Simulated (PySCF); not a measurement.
# Hartree-Fock beside MP2: AlBFH3N

Calculated results; nothing here was measured. The program is PySCF 2.14.0, an open-source quantum chemistry code, run on an isolated molecule that a program drew, which may never have been made. The molecule is AlBFH3N (charge 0, doublet), drawn as the SMILES string `FB[NH][AlH]`.

The geometry was optimised and harmonic frequencies were computed with HF and MP2, all in the cc-pV(D+d)Z basis, for the commonest isotopes, with a restricted reference for singlets and an unrestricted one otherwise, and a frozen core in MP2. Each result is a local minimum of its method.

Geometry at the HF minimum:
```xyz
7
AlBFH3N, angstrom
F     0.0710    0.4253    2.4163
B     1.1211   -0.0706    1.7408
N     1.6535   -1.3236    2.0940
Al    3.0517   -2.1764    1.3265
H     1.5681    0.5905    0.8471
H     1.1714   -1.7581    2.8640
H     3.7647   -1.4355    0.1184
```

Lengths of the bonds as drawn, in Å (atoms numbered as above):
| bond | HF | MP2 |
|---|---|---|
| F1-B2 | 1.344 | 1.357 |
| B2-N3 | 1.406 | 1.421 |
| N3-Al4 | 1.809 | 1.826 |
| B2-H5 | 1.198 | 1.205 |
| N3-H6 | 1.007 | 1.023 |
| Al4-H7 | 1.586 | 1.587 |

Rotational constants, in GHz:
```
constant,HF,MP2
A,42.24,40.55
B,2.457,2.43
C,2.322,2.293
```

Harmonic frequencies in cm^-1, each column in rising order, so a row needn't be the same motion in every method:
```
rank,HF,MP2
1,132,119
2,194,179
3,274,?
4,417,398
5,634,601
6,778,734
7,810,770
8,1004,949
9,1149,1105
10,1180,1119
11,1270,1178
12,1493,1428
13,1939,1922
14,2743,2690
15,3759,3582
```

**Estimate the missing MP2 frequency from the HF column.**

A single factor s that minimises the squared misfit of MP2 against s times HF over the other rows is sum(HF x MP2) / sum(HF^2) = 0.9617, with an rms misfit of 27 cm^-1. For rank 3 it gives 0.9617 x 274 = 264 cm^-1. The calculation gives 270 cm^-1, 6 cm^-1 above the estimate. The drawn bonds are on average 0.9 % longer in MP2 than in HF.
